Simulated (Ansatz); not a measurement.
Ideal-gas functions of `[NH2][InH][Br]` at 298.15 K and 1 bar, from an Ansatz frequency run at PBE0-D4/def2-TZVP.

Molar mass 211.75 g/mol, point group C1 (symmetry number 1), electronic degeneracy 1, moments of inertia 51.4, 345.059, 396.219 u Å². Harmonic wavenumbers (cm⁻¹, unscaled): 108, 243, 272, 316, 432, 446, 635, 748, 1546, 1900, 3589, 3700.

Use S(trans) = R[1.5 ln M + 2.5 ln T − 1.1517]; rotational temperatures θ = 24.2544 K / I; S(rot) = R[ln(√π/σ · √(T³/θAθBθC)) + 1.5]; for each mode x = 1.438777 ν̃/T, S = R[x/(eˣ − 1) − ln(1 − e⁻ˣ)] and H = RT x/(eˣ − 1); 1 cm⁻¹ = 0.0119627 kJ/mol; R = 8.31446 J/(mol·K).

By hand: the entropy, in J/(mol·K).

Translation 175.6. Rotation: θ = 0.4719, 0.0703, 0.0612 K, giving 114.1. Vibration, mode by mode: 13.83, 7.45, 6.63, 5.57, 3.57, 3.38, 1.65, 1.06, 0.04, 0.01, 0.00, 0.00, in all 43.2. Electronic 0.0. Sum 332.9 J/(mol·K).

By hand: H − E and G − E in kJ/mol, counted from the electronic energy.

Zero-point energy ½ × 13935 × 0.0119627 = 83.4; thermal vibration 7.5; translation, rotation and pV give 4 RT = 9.9. H − E = 100.8 kJ/mol, and G − E = 100.8 − 298.15 × 332.9/1000 = 1.5 kJ/mol.

Vibration gives 13 % of the entropy, 13.8 J/(mol·K) of it from the mode under 150 cm⁻¹: soft modes count most, and the harmonic formula is weakest for them. The sum counts one conformer and one mirror image; others add a mixing term.
